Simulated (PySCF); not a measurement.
Electron correlation in V³⁺ (vanadium, charge +3)

[Ar] 3d2, high-spin 3F determinant. Computed with PySCF 2.14 in x2c-TZVPPall with one added diffuse shell each of s, p, d, f type (7s6p5d3f1g, 80 functions), with scalar relativity by spin-free X2C-1e. Frozen: [Ne]; 10 electrons correlated.

```csv
level,correlation energy (mhartree)
CCSD,-270.45
(T),-4.68
CCSD(T),-275.13
```

Diagnostics: T1 = 0.0036, D1 = 0.0080, largest double amplitude 0.030.

Cost of the coupled-cluster step: of the order of 12 core-seconds, for 10 correlated electrons.

This basis was not built for core-valence correlation, so the inner-shell part is incomplete.
